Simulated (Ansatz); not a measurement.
HF ··· BF3

The pair of HF (SMILES F, atoms 1–2) and BF3 (SMILES FB(F)F, atoms 3–6), both closed shells, in one local arrangement (a lower one may exist), relaxed at PBE0-D4/def2-TZVP:

| atom | x (Å) | y (Å) | z (Å) |
| --- | --- | --- | --- |
| F1 | -0.0638 | -0.4031 | -1.5688 |
| H2 | 0.1394 | 0.4045 | -1.9670 |
| F3 | 0.2871 | 1.2432 | 0.5887 |
| B4 | -0.0211 | -0.0122 | 0.8535 |
| F5 | 0.9353 | -0.8828 | 1.0704 |
| F6 | -1.2770 | -0.3495 | 1.0233 |

Program: Ansatz 0.2.0. Basis: def2-TZVPPD, with def2-QZVPPD for the basis limit. Cores are frozen in the correlated methods. B3LYP uses VWN-RPA correlation. Extrapolation: Hartree–Fock as exp(−7.88 √X), correlation as X^−2.97. Interaction energies count from these two fragments, frozen as in the pair, with the counterpoise correction; negative means bound.

Task: What is the interaction energy by CCSD(T) at an estimated basis limit (MP2 extrapolated from triple and quadruple zeta, plus CCSD(T) − MP2 in triple zeta)? (To be estimated.)

Result: By the calculation: -3.79 kcal/mol. Hartree–Fock alone gives -2.70 kcal/mol at the basis limit. It counts from the two fragments frozen as in the pair.

The same quantity by other methods in triple zeta, and each one's difference from that estimate:
```csv
method,E_int (kcal/mol),difference
PBE-D4,-3.21,0.58
revPBE-D4,-2.46,1.32
BLYP-D4,-2.75,1.03
r2SCAN-D4,-4.58,-0.79
B97M-V,-4.26,-0.47
PBE0-D4,-3.57,0.22
B3LYP-D4,-3.40,0.39
HSE06-D4,-3.53,0.25
wB97X-V,-3.88,-0.10
wB97M-V,-4.03,-0.24
B2PLYP,-2.92,0.87
HF,-2.65,1.14
MP2,-3.05,0.73
CCSD,-3.22,0.57
CCSD(T),-3.33,0.45
```
Differences are method less estimate.

Task: Which atoms make the shortest contact between the fragments?

Result: F1 and B4, 2.45 Å apart.

Energy to bend the free fragments (PBE0-D4 minima) into their shapes in the pair, CCSD(T)/def2-TZVPPD: HF 0.01 kcal/mol; BF3 0.34 kcal/mol. This must be added to the interaction energy to get the binding energy from relaxed fragments.

Basis-set superposition shift (counterpoise-corrected less uncorrected): CCSD(T) 0.76; MP2 0.72; HF 0.09; PBE0-D4 0.09; wB97M-V 0.08 kcal/mol.

T1 diagnostic: at most 0.013.

For scale, one of the runs: CCSD(T)/def2-TZVPPD, 214 basis functions, launched by `ansatz run in.yaml --threads 4 --pin off --events-out ev --progress --plain --max-ram 9574MiB`. Time: 58 s of wall clock on 4 CPU threads of an Intel Xeon Platinum 8259CL; the host was shared. Peak host memory: 3.6 GiB.
